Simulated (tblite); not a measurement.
Compound: C5H9OP.
Cartesian coordinates in Å at the GFN2-xTB level; atoms count from 1:
```
atom  x, y, z in Å
C1     2.416   -0.697   -0.237
O2     1.638    0.476   -0.216
C3     0.297    0.323   -0.066
C4    -0.416   -0.792    0.051
C5    -1.891   -0.601    0.241
P6    -2.254    1.160   -0.262
C7    -0.468    1.618    0.006
H8     3.447   -0.373   -0.362
H9     2.317   -1.253    0.701
H10    2.131   -1.346   -1.071
H11   -0.014   -1.791    0.054
H12   -2.491   -1.295   -0.353
H13   -2.175   -0.744    1.290
H14   -2.081    0.907   -1.633
H15   -0.122    2.341   -0.735
H16   -0.341    2.075    0.994
```

All values are computed: GFN2-xTB (tblite) harmonic vibrations without scaling, gas phase. Errors from tens to a few hundred cm⁻¹ against measured bands are possible. Modes of hydrogen on phosphorus can be 10 to 20 % off. One conformer, not necessarily the lowest.

Harmonic wavenumbers (cm⁻¹): 87.3, 156.7, 198.4, 227.3, 266.9, 375.7, 456.2, 487.7, 607.0, 699.8, 717.5, 744.9, 759.5, 764.7, 886.2, 929.6, 944.0, 1035.7, 1036.6, 1081.7, 1104.8, 1125.0, 1155.3, 1175.7, 1210.2, 1226.5, 1273.6, 1400.0, 1432.1, 1447.8, 1465.5, 1483.8, 1719.5, 2227.5, 2900.2, 2925.3, 2930.3, 2946.3, 2958.9, 2979.6, 3028.7, 3110.0.

A = 5399, B = 1373, C = 1142 MHz; mass 116.039 u (most abundant isotopes); point group C1, symmetry number 1.

Problem. What is the zero-point energy?

Solution. Half the sum of the wavenumbers: 27845 cm⁻¹ = 79.61 kcal/mol.

Problem. Give the ideal-gas entropy at 298.15 K and 1 bar in the rigid-rotor, harmonic-oscillator model (classical rotation).

Solution. Translation 40.19, rotation 28.03, vibration 17.28: S = 85.5 cal/(mol K).

Problem. And Cp and H(298.15 K) − H(0)?

Solution. Cp = 30.58 cal/(mol K), of which vibrations give 22.63 (their classical limit is 42 R = 83.5); H(298.15 K) − H(0) = 5.39 kcal/mol without the zero-point energy, 3.02 from vibrations.

Problem. Blend soft modes into free rotors: weight 1/[1 + (100 cm⁻¹/ν̃)⁴] for the oscillator and the rest for a rotor with moment μB/(μ + B), μ = h/(8π²ν), B = 10⁻⁴⁴ kg m². What vibrational entropy results?

Solution. 16.81 cal/(mol K) in place of 17.28, which changes −T·S at 298.15 K by +0.14 kcal/mol.

Problem. How do the functions run with temperature in this model?

Solution. 
```tsv
T (K)	S (cal/(mol K))	Cp (cal/(mol K))	H − H(0) (kcal/mol)	G − H(0) (kcal/mol)	ln q(vib)
100	63.0	14.1	1.03	-5.27	0.57
200	75.2	21.9	2.83	-12.21	1.99
300	85.7	30.7	5.45	-20.26	3.63
500	105.4	46.9	13.30	-39.39	7.25
800	131.1	62.3	29.89	-74.99	12.89
1000	145.7	68.9	43.05	-102.70	16.51
```

q(vib) and H(0) count from the zero-point level.

Hindered rotation and anharmonicity are outside this model. Other conformers, if any are populated, would add a mixing term that is left out. The structure is chiral; the term R ln 2 for an equal mix with its mirror image is left out.
